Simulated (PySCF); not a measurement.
**Bonding in `C=CP(C)(C)(C)C=C`**

Species: C₇H₁₅P.
SMILES with atom numbers: `[CH2:1]=[CH:2][P:3]([CH3:4])([CH3:5])([CH3:6])[CH:7]=[CH2:8]` (hydrogens: H9, H10 on C1; H11 on C2; H12, H13, H14 on C4; H15, H16, H17 on C5; H18, H19, H20 on C6; H21 on C7; H22, H23 on C8)

Cartesian coordinates in Å at the PBE0-D3(BJ)/def2-SVP level; atoms count from 1:
```xyz
23
C7H15P angstrom
C      2.2719   -0.1801   -0.0408
C      1.1007   -0.7494    0.2454
P     -0.4845   -0.3596   -0.5968
C      0.2135   -0.8500   -2.3334
C     -0.8811    1.3657   -1.1565
C     -1.1944    0.1281    1.2000
C     -1.7515   -1.6886   -0.6280
C     -2.6927   -1.8185   -1.5635
H      3.1601   -0.3640    0.5720
H      2.3986    0.4972   -0.8913
H      1.0110   -1.4035    1.1202
H      1.0584   -0.2043   -2.6242
H     -0.5541   -0.7605   -3.1194
H      0.5686   -1.8925   -2.3153
H     -0.3079    2.0650   -0.5306
H     -1.9490    1.5526   -0.9744
H     -0.6464    1.5366   -2.2144
H     -0.6280    0.9770    1.6181
H     -1.1267   -0.7029    1.9212
H     -2.2553    0.4201    1.1272
H     -1.7809   -2.3203    0.2671
H     -3.4934   -2.5588   -1.4674
H     -2.7132   -1.1920   -2.4607
```

Bond orders from the PBE0/pcSseg-1 density (PySCF). Geometry: PBE0-D3(BJ)/def2-SVP; no solvent, vibrations or thermal averaging.

How far do the computed orders between heavy atoms stray from the drawn ones?

The largest departure is 0.212, at P3–C6 (drawn single, 0.788). Drawn single, order below 0.88: P3–C4 (0.864) and P3–C6 (0.788).

Give the Mayer order of every bond, beside its length.

| bond | drawn as | length (Å) | Mayer order |
| --- | --- | --- | --- |
| C1–C2 | double | 1.333 | 1.967 |
| C2–P3 | single | 1.837 | 0.888 |
| P3–C4 | single | 1.935 | 0.864 |
| P3–C5 | single | 1.857 | 0.954 |
| P3–C6 | single | 1.993 | 0.788 |
| P3–C7 | single | 1.836 | 0.888 |
| C7–C8 | double | 1.333 | 1.968 |
| C1–H9 | single | 1.095 | 0.944 |
| C1–H10 | single | 1.095 | 0.954 |
| C2–H11 | single | 1.096 | 0.934 |
| C4–H12 | single | 1.102 | 0.956 |
| C4–H13 | single | 1.102 | 0.956 |
| C4–H14 | single | 1.101 | 0.957 |
| C5–H15 | single | 1.100 | 0.939 |
| C5–H16 | single | 1.099 | 0.941 |
| C5–H17 | single | 1.097 | 0.954 |
| C6–H18 | single | 1.103 | 0.959 |
| C6–H19 | single | 1.102 | 0.967 |
| C6–H20 | single | 1.103 | 0.959 |
| C7–H21 | single | 1.096 | 0.934 |
| C8–H22 | single | 1.095 | 0.944 |
| C8–H23 | single | 1.094 | 0.954 |

By pair of heavy elements: C–C: all 2 within 0.02 of one another (1.967 to 1.968). C–P: lowest P3–C6 (0.788, 1.993 Å), highest P3–C5 (0.954, 1.857 Å); in 2 of the 10 pairs the longer bond (by over 0.003 Å) has the higher order (by 0.02 or more).

Sum the orders of all bonds at each heavy atom with more than one neighbour and set the sums beside the valence in the SMILES.

C1 3.865 (drawn 4), C2 3.789 (drawn 4), P3 4.382 (drawn 5), C4 3.733 (drawn 4), C5 3.788 (drawn 4), C6 3.673 (drawn 4), C7 3.790 (drawn 4), C8 3.866 (drawn 4). Orders between atoms that aren't bonded are not in these sums.

For a closed shell the Mayer order of atoms A and B is Σ (PS)μν (PS)νμ over the basis functions μ on A and ν on B, with P the density and S the overlap matrix.
